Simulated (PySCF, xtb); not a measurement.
Ga(OH)(SiH3)2 (GaH₇OSi₂), SMILES [OH][Ga]([SiH3])[SiH3].

GFN2-xTB run with xtb at its own geometry gives an orbital gap of 3.13 eV and a dipole moment of 0.22 D.

The structure is a stationary point at B3LYP-D3(BJ)/def2-SVP. The structure was generated by enumeration; whether it is a known compound was not checked. The values are those of a single conformer.

**Question.** What does PySCF with r2SCAN/def2-TZVP give? (The exact figures need the calculation; the answer reports its results.)

**Answer.** gap 3.99 eV (levels -6.43 and -2.44 eV), dipole 1.24 D.
